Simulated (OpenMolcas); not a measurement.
## Ge: from CASSCF to CASPT2

```yaml
Program: OpenMolcas 26.06
Basis: ANO-RCC-VTZP [6s5p3d1f]
Scalar_Hamiltonian: DKH2, point nucleus
Active_space: 4 electrons in 4 orbitals (4s 4p)
State_averaging: 2S+1 = 3 even, 6 roots (3 in the spin-orbit step); 2S+1 = 1 even, 6 roots kept (CI in the orbitals of an earlier block); 2S+1 = 5 odd, 1 root; 2S+1 = 3 odd, 5 roots kept (CI in the orbitals of an earlier block)
Spin-orbit_coupling: state interaction with AMFI integrals over the reference wave functions, term energies averaged over their components
```

Methods on the same reference wave functions:
A. CASSCF
B. SS-CASPT2, IPEA 0.25 Eh, imaginary shift 0.1 Eh (closed shells correlated: 3d)

Energies in eV above 4s² 4p² ³P₀, the measured ground level; measured values from NIST Handbook of Basic Atomic Spectroscopic Data.

| Level | A | B | Measured |
| --- | --- | --- | --- |
| 4s² 4p² ³P₀ | 0.0000 | 0.0000 | 0.0000 |
| 4s² 4p² ³P₁ | 0.0640 | 0.0639 | 0.0691 |
| 4s² 4p² ³P₂ | 0.1648 | 0.1634 | 0.1748 |
| 4s² 4p² ¹D₂ | 1.2169 | 1.020 | 0.8834 |
| 4s² 4p² ¹S₀ | 2.1615 | 2.193 | 2.0293 |
| 4s 4p³ ⁵S°₂ | 3.7775 | 4.686 | 5.1983 |

Deviations, from unrounded energies. A percentage is the sum of absolute deviations over the sum of measured energies, with the sign that they share, or ± where signs differ.

| Against measurement | Levels | A | B |
| --- | --- | --- | --- |
| mean absolute deviation (cm-1) | 5 | 3100 | 1300 |
| fine structure of the ground term (%) | 2 | -6.2 | -6.8 |
| other terms of the ground configuration (%) | 2 | +16.0 | +10.3 |
| other configurations (%) | 1 | -27.3 | -9.9 |

B lies closest to measurement on these levels. The largest miss of B in the table is 4s 4p³ ⁵S°₂, by -4100 cm-1. The ranking rests on the paired levels alone, and a cruder setting can come out closer through cancelling errors.

From A to B the spin-free energies of the other terms of 4s² 4p² shown, above ³P, scale by factors of 0.82 to 1.02.

The lowest spin-free term lies below A's lowest term by 0.437 hartree in B.

Over all roots computed the reference weight is 0.89 to 0.96 in B; the roots of lowest weight are the least certain, and an intruder state may touch them. Some high roots are left out of the spin-orbit mixing, which shifts the levels that they would mix with. Terms from blocks run as CI alone lack orbitals of their own. Terms of s pⁿ other than that of highest spin mix with s² pⁿ⁻² d, which this space lacks; all of them can be thousands of cm-1 off, and some have no real level of that name. Without dynamic correlation excited terms often stand tens of per cent too high (terms of higher spin than the ground term too low), and those without a measured partner can miss by more than the paired ones (holds for A). Some terms miss by over 15 % even with CASPT2, which points to a basis or an active space too small for the shells correlated (holds for B). Measured partners are found by configuration, term and J. A level has none where our copy of the source lacks it or the pairing is in doubt (some pairs that miss far off the trend of their configuration count as doubtful), and it then counts in no deviation. Levels of configurations outside the active space are missing. Levels that lie high or do not pair safely by name in every column are left out.

° marks odd parity.
